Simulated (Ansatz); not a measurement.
A made-up structure of LiBSiH2SO, closed shell:

Li1  (-1.883, 1.090, 0.434)
Si2  (-0.201, -0.246, 1.123)
S3  (0.464, 1.458, -0.304)
B4  (0.002, -1.229, -0.357)
O5  (0.005, -1.791, -1.315)
H6  (1.141, -0.379, 1.996)
H7  (0.473, 1.096, -1.577)
(Å)

It is relaxed with PBE-D4/def2-SVP and then PBE0-D4/def2-TZVP (Ansatz 0.2.0). Atoms count as bonded within 1.22 times the sum of their covalent radii (H–H: 0.88 Å). The end point is not checked to be a true minimum.

(1) Does its bonding change? (A judgement: the text doesn't fix the answer.)

Answers

(1) By the calculation: No: no bond forms or breaks.

Where it ends: The first stage lowers the energy by 1.50 eV in 14 steps. It ends as LiBSiH₂SO ([O][B][SiH]1[Li][SH]1):
Li1  (-1.854, 1.480, 0.530)
Si2  (-0.198, -0.195, 1.048)
S3  (0.351, 1.685, -0.187)
B4  (0.090, -1.497, -0.431)
O5  (0.149, -2.241, -1.381)
H6  (1.059, -0.387, 1.840)
H7  (0.403, 1.156, -1.419)
(Å)

Labels in which every atom is bracketed show which atoms are joined, not bond orders.

For scale, one of the runs: PBE0-D4/def2-TZVP relaxation, 162 basis functions, launched by `ansatz run in.yaml --threads 2 --pin off --events-out ev --progress --plain --max-ram 4352MiB`. Hardware: 2 CPU threads of an AMD EPYC 9R45, shared host. Wall time about 18 s.
